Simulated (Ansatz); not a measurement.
Born–Oppenheimer molecular dynamics of AlF2H5OSi (10 atoms, charge 0, multiplicity 1). It starts at the highest image of a converged band, a first-order saddle point between two minima.

Theory: Ansatz 0.2.0, RKS PBE0-D4/def2-SVP.

| Quantity | Value |
| --- | --- |
| ensemble | NVE (velocity Verlet) |
| time step | 0.5 fs |
| steps asked | 200 |
| starting velocities drawn for | 300 K |
| seed | 4518 |

First frame:

```xyz
10
Properties=species:S:1:pos:R:3
Al 0.675 -1.019 -0.251
O 0.858 0.138 -1.633
F -0.337 -2.281 -0.620
F 2.037 -1.252 0.662
H 0.108 0.642 -0.721
Si -0.734 0.826 0.956
H 0.423 -0.009 -2.485
H -0.864 -0.232 2.016
H -0.052 2.006 1.562
H -2.115 1.181 0.514
```

(1) How far do the bonds stretch over the last three quarters of this one trajectory? (Pairs bonded in most of those frames.)

Answers

(1) 
```json
{"bond": "Al1–O2", "mean (Å)": "1.693", "spread (Å)": "0.021", "shortest": "1.67", "longest": "1.75"}
{"bond": "Al1–F3", "mean (Å)": "1.660", "spread (Å)": "0.031", "shortest": "1.62", "longest": "1.72"}
{"bond": "Al1–F4", "mean (Å)": "1.664", "spread (Å)": "0.037", "shortest": "1.60", "longest": "1.71"}
{"bond": "O2–H7", "mean (Å)": "0.959", "spread (Å)": "0.005", "shortest": "0.95", "longest": "0.97"}
{"bond": "H5–Si6", "mean (Å)": "1.524", "spread (Å)": "0.087", "shortest": "1.39", "longest": "1.65"}
{"bond": "Si6–H8", "mean (Å)": "1.491", "spread (Å)": "0.038", "shortest": "1.43", "longest": "1.55"}
{"bond": "Si6–H9", "mean (Å)": "1.495", "spread (Å)": "0.032", "shortest": "1.44", "longest": "1.55"}
{"bond": "Si6–H10", "mean (Å)": "1.494", "spread (Å)": "0.006", "shortest": "1.48", "longest": "1.50"}
```

Mean temperature of the second half: 919 K. The conserved energy stayed within 0.21 meV per atom of its start (net change 0.093 meV per atom), so the integration is sound. The system heated up, since it started high on the potential surface and ran downhill. A run of 0.1 ps of so small a system gives no equilibrium averages. The orbitals stay closed-shell, which can raise the energy where a bond breaks towards radicals; this wasn't checked here.

Time of the run: 4.5 min on 2 threads of Intel(R) Xeon(R) 6975P-C (Granite Rapids) (shared host), peak memory 0.24 GiB.
